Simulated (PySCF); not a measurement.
**Zn(3+) (zinc, charge +3): UHF calculation**

Configuration: [Ar] 3d9, 2D determinant. All numbers are calculated (PySCF 2.14, scalar relativity by spin-free X2C-1e, in aug-cc-pVDZ-DK).

```json
{
 "Total energy": "-1791.998382 hartree",
 "One-electron energy": "-2459.5930 hartree",
 "Hartree (Coulomb) energy": "737.2330 hartree",
 "Exchange energy": "-69.6384 hartree",
 "⟨S²⟩": "0.7509",
 "⟨L²⟩": "6.010",
 "Sum of ⟨r⟩": "14.63 bohr",
 "Sum of ⟨r²⟩": "12.46 bohr²",
 "Traceless quadrupole moment −½Σ⟨3z² − r²⟩ along its main axis": "-0.254 e·bohr²",
 "Langevin diamagnetic susceptibility": "-9.87 ×10⁻⁶ cm³/mol",
 "Time after the integrals": "0.27 s of wall time on 1 thread of Neoverse-V2 (shared host)"
}
```

| shell | electrons | mean orbital energy (eV) | spread (eV) | rms radius, mean of both spins (bohr) |
| --- | --- | --- | --- | --- |
| 1s α | 1 | -9772.1 | 0 | 0.0580 |
| 1s β | 1 | -9772.1 | 0 | 0.0580 |
| 2s α | 1 | -1277.2 | 0 | 0.244 |
| 2s β | 1 | -1275.9 | 0 | 0.244 |
| 2p α | 3 | -1108.7 | 1.405 | 0.219 |
| 2p β | 3 | -1107.5 | 0.031 | 0.219 |
| 3s α | 1 | -201.40 | 0 | 0.727 |
| 3s β | 1 | -198.32 | 0 | 0.727 |
| 3p α | 3 | -149.17 | 2.685 | 0.766 |
| 3p β | 3 | -145.50 | 1.681 | 0.766 |
| 3d α | 5 | -63.800 | 3.201 | 0.911 |
| 3d β | 4 | -62.011 | 2.510 | 0.911 |

Densities and radii are taken from the X2C orbitals without a picture-change correction, which distorts them close to the nucleus.
